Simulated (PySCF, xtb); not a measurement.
isotetrasilane (H10Si4), SMILES [SiH3][SiH]([SiH3])[SiH3].

Harmonic wavenumbers (cm⁻¹) from GFN2-xTB (xtb 6.7.1) at its own minimum, in rising order: 33, 35, 43, 90, 90, 120, 348, 393, 393, 397, 402, 402, 458, 493, 494, 603, 604, 766, 766, 809, 810, 822, 823, 825, 825, 837, 2037, 2222, 2223, 2223, 2231, 2231, 2236, 2239, 2241, 2241.

What does PBE0-D3(BJ)/def2-SVP (PySCF) give at its own minimum? (Estimate from the structure and the level; the computed values follow.)

84, 86, 86, 95, 95, 106, 354, 421, 421, 451, 451, 460, 565, 568, 568, 690, 690, 853, 853, 892, 928, 931, 931, 935, 935, 936, 2199, 2216, 2216, 2221, 2228, 2228, 2229, 2231, 2231, 2233. Paired by order, the mean absolute difference is 54 cm⁻¹ and the zero-point energies are 49.8 and 52.3 kcal/mol.
